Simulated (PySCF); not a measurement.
# A small calculation by hand: chemical shift, span and skew from a shielding tensor

C₃H₅FOSi, SMILES C#C[Si@H](O)CF. Atoms are numbered in the order given.

```xyz
11

C      2.5249     0.6622    -0.8534
C      1.3365     0.5499    -0.6148
Si    -0.4542     0.3797    -0.2468
O     -1.0027     1.6694     0.6493
C     -0.7570    -1.1285     0.8460
F     -0.4365    -2.2751     0.1482
H      3.5756     0.7562    -1.0656
H     -1.1712     0.2413    -1.5453
H     -0.7622     2.5509     0.3504
H     -1.8156    -1.1721     1.1590
H     -0.1445    -1.0724     1.7630
```

Coordinates come from a PBE0-D3(BJ)/def2-SVP optimisation. The structure was generated by enumeration; whether it is a known compound was not checked. One conformer was computed; it need not be the lowest.

GIAO shieldings from PBE/pcSseg-1 in PySCF, non-relativistic, no solvent. The symmetric part of the tensor of Si3 has the principal values 337.4, 359.6, 418.9 ppm. The same nucleus in TMS has σ = 335.4 ppm at this level (PySCF, at its B3LYP-D3(BJ)/def2-TZVP geometry).

Problem. Work out the isotropic shielding, the ²⁹Si shift against TMS, the span and the skew.

Solution. 
σ(iso) = (σ11 + σ22 + σ33)/3 = 372.0 ppm. δ = σ(ref) − σ(iso) = 335.4 − (372.0) = -36.6 ppm.
Span Ω = σ33 − σ11 = 81.5 ppm. Skew κ = 3(σ(iso) − σ22)/Ω = 0.46. Tumbling in solution averages the tensor to δ; in a static solid the shielding alone would spread this spin-1/2 line over Ω.
